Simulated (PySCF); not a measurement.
These compounds are isomers of formula C$_{4}$H$_{8}$FNSi$_{2}$.

A. SMILES C=C[C@](F)([SiH3])[SiH2]C#N
B. SMILES C[C@@H]1[SiH2][C@@H](F)[Si@@H]1C#N
C. SMILES C[C@@H]1[SiH2][C@H](F)[Si@@H]1C#N

Spectrum 1. ¹H NMR (300 MHz, computed): δ 5.73 (m, 1H), 5.23 (m, 1H), 4.90 (m, 1H), 4.84 (m, 1H), 1.61 (d, 3H), 1.09 (m, 1H). ¹³C{¹H} NMR (computed): δ 122.3 (C), 85.7 (CH), 15.0 (CH3), 7.3 (CH).

Spectrum 2. ¹H NMR (300 MHz, computed): δ 5.95 (m, 1H), 5.26 (m, 1H), 4.99 (m, 1H), 4.75 (m, 1H), 1.92 (m, 1H), 1.49 (d, 3H). ¹³C{¹H} NMR (computed): δ 123.1 (C), 92.3 (CH), 15.6 (CH3), 14.1 (CH).

Spectrum 3. ¹H NMR (300 MHz, computed): δ 6.56 (m, 1H), 5.71 (m, 1H), 5.59 (m, 1H), 4.66 (m, 1H), 4.35 (m, 1H), 4.20 (m, 3H). ¹³C{¹H} NMR (computed): δ 143.2 (CH), 123.3 (C), 115.4 (CH2), 98.4 (C).

- shieldings: GIAO PBE0/pcSseg-1
- structure optimised with GFN2-xTB
- program: PySCF 2.14.0 with density-fitted response routines
- single conformer, no relativistic terms, no solvent model, fast rotation and ring inversion assumed for equivalent nuclei

δ = σ(ref) − σ, references computed at the same level: TMS for ¹H (σ = 31.72 ppm), ¹³C (σ = 186.93 ppm). Splittings of carbon signals by F and P are missing where no couplings were computed. Where no couplings were computed, multiplicities follow the n + 1 count of equivalent neighbours, and m marks all less simple cases (inequivalent or close neighbours, rings, F or P nearby). Shifts are as computed. Against solution values, carbons near 30 ppm lie about +3 ppm off and those near 130 ppm about +5 ppm. Of 1211 compounds with measured shifts, 218 miss one by over three times the rms of a fit or turn the order of signals round; such compounds aren't used in these exercises.

Q: Which spectrum belongs to which compound?

A: 1–C, 2–B, 3–A.

- Spectrum 1 (C): 4 ¹³C signals; δC 122.3 is a nitrile carbon; δC 85.7 is an sp3 CH bonded to F and 2 Si.
- Spectrum 2 (B): 4 ¹³C signals; δC 123.1 is a nitrile carbon; δC 92.3 is an sp3 CH bonded to F and 2 Si.
- Spectrum 3 (A): 4 ¹³C signals; δC 143.2 is an alkene CH; δC 123.3 is a nitrile carbon.
